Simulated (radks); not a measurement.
Values are calculated unless marked as measured or tabulated.
Effect of the nuclear size on the ruthenium ion Ru+, [Kr] 4d7. Level of theory: Dirac Kohn-Sham, PBE, spin-unpolarised, spherical densities, finite nucleus; open shells are shared between the two j in proportion to 2j + 1; Fermi nuclear charge, rms radius 4.4809 fm (a radial shooting solver on a logarithmic mesh with Libxc functionals). The rms radius is varied about that value; shifts are against it.

| rms radius (fm) | total energy shift (eV) | density at nucleus (e/bohr^3) | 1s1/2 shift (meV) | 2s1/2 shift (meV) | 4s1/2 shift (meV) | 5s1/2 (empty) shift (meV) |
|---|---|---|---|---|---|---|
| 3.6475 | -0.659 | 1.128e+05 | -278 | -30.3 | -0.981 | -0.101 |
| 4.221 | -0.218 | 1.108e+05 | -92.2 | -10.1 | -0.325 | -0.033 |
| 4.4809 | 0 | 1.101e+05 | 0.000 | 0.000 | 0.000 | 0.000 |
| 4.6153 | 0.117 | 1.097e+05 | 49.6 | 5.41 | 0.175 | 0.018 |
| 5.3099 | 0.773 | 1.079e+05 | 326 | 35.6 | 1.15 | 0.118 |

Slopes of the eigenvalues against <r^2> in GHz/fm^2, as finite differences over the two radii next to the reference (eigenvalue slopes, not the field-shift constants of lines): 1s1/2 9840, 2s1/2 1070, 4s1/2 34.7, 5s1/2 (empty) 3.56.
